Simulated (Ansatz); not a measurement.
Consider the redistribution: `FC(F)(F)C1=CC(C(F)(F)F)=[O+][B-](Cl)(Cl)O1` + `C=[CH][Al]([Cl])[Cl]` → `C=CB(Cl)Cl` + `FC(F)(F)C1=CC(C(F)(F)F)=[O+][Al-]([Cl])([Cl])[O]1`.

Calculated with Ansatz (gas phase, PBE0-D4/def2-TZVP geometries, no zero-point term in ΔE). CBS: MP2 limit from def2 TZ/QZ plus the TZ coupled-cluster correction, frozen cores. Functionals use def2-TZVPP. B3LYP here is the variant with VWN-RPA as its local correlation; programs differ in this. Each species was taken in one conformer, which may not be the lowest.

```tsv
level	ΔE (kJ/mol)	difference from CCSD(T)/CBS
BLYP-D4	-147.4	-2.0
B3LYP-D4	-151.6	-6.2
r2SCAN0-D4	-150.6	-5.2
revPBE	-138.2	7.2
r2SCAN	-149.1	-3.7
B3LYP	-151.7	-6.3
r2SCANh	-149.8	-4.4
CCSD/def2-SVP	-151.7	-6.3
CCSD/def2-TZVPP	-147.4	-2.0
MP2/def2-QZVPP	-144.2	1.2
CCSD(T)/CBS	-145.4	0
```

Largest T1 diagnostic among the species: 0.015.

From BLYP to BHLYP (50 % exact exchange), in def2-TZVPP and without D4, ΔE moves by −11.1 kJ/mol. Leaving LDA and LC-ωPBE aside and taking each functional with its dispersion term where it has one, the values, not all of them listed here, spread over 24.4 kJ/mol, from BHLYP-D4 to PBE-D4. LDA lies +13.3 kJ/mol from PBE without D4. In def2-TZVPP, CCSD(T) changes the Hartree–Fock value by +28.2 kJ/mol (the triples alone add +4.3 kJ/mol) and MP2 by +29.2 kJ/mol.
